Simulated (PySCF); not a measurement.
H2O2Zn, SMILES [OH][Zn][OH] (connectivity only; charge and spin as stated), charge -1, multiplicity 2. Geometry: B3LYP-D3(BJ)/def2-SVPD. The multiplicity is an assumed one; other spin states were not compared. The isomer is the one that the SMILES or the coordinates give; other isomers of the formula were not compared. Other conformers were not sampled.

Level of theory: B3LYP-D3(BJ)/def2-SVPD run with PySCF.

Harmonic wavenumbers (cm⁻¹): 139, 237, 248, 464, 510, 632, 679, 3841, 3843. Rotational constants (GHz): 27.61, 4.964, 4.207; symmetry number 2.

Question: Work out the zero-point energy and the ideal-gas rigid-rotor harmonic-oscillator thermochemistry at 298.15 K and 1 atm.

Answer: ZPE = ½ Σ hcν = ½ × 10592 cm⁻¹ = 15.14 kcal/mol. H − E(el) = 19.01 kcal/mol. Entropy in cal/(mol K): translation 39.70, rotation 22.46, vibration 8.51, spin 1.38, total 72.05. G − E(el) = -2.47 kcal/mol. Cp = 17.81 cal/(mol K). Modes under 150 cm⁻¹ make the vibrational entropy uncertain.
